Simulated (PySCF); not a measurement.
Orbital picture of MgSe

r²SCAN at R = 2.278 Å; Mg aug-cc-pVDZ, Se aug-cc-pVDZ-PP with ECP10; scalar-relativistic core potentials (PySCF 2.14). State: ¹Σ⁺ (singlet), closed shell. Only the outer orbitals are listed, counted within each symmetry, core potentials removing the inner ones.

```
orbital  occ.  ε (eV)  on Mg (%)            main shells (%)
     6σ     2  -50.17        100                   100 Mg p
     3π     2  -50.16        100                   100 Mg p
     3π     2  -50.16        100                   100 Mg p
     7σ     2  -15.87          9                    91 Se s
     8σ     2   -6.76         49           49 Se p, 48 Mg s
     4π     2   -4.90         12           87 Se p, 10 Mg p
     4π     2   -4.90         12           87 Se p, 10 Mg p
     9σ     0   -4.27         77  41 Mg s, 35 Mg p, 21 Se p
     5π     0   -1.11         95                    89 Mg p
     5π     0   -1.11         95                    89 Mg p
```

Problem. Which are the highest filled and the lowest empty level, where do they sit, and how wide is the gap?

Solution. Highest filled 4π at -4.90 eV (in %: 87 Se p, 10 Mg p); lowest empty 9σ at -4.27 eV (in %: 41 Mg s, 35 Mg p, 21 Se p); the gap at r²SCAN is 0.63 eV.

| Property | Result |
| --- | --- |
| bond order (Mayer) | 1.95 |
| ⟨S²⟩ | 0.000 |
| charge on Mg (Mulliken, basis-dependent) | 0.35 |
| charge on Mg (Löwdin, basis-dependent) | 0.54 |
| dipole moment (positive dipole means Mg(−)Se(+)) | -7.41 D |
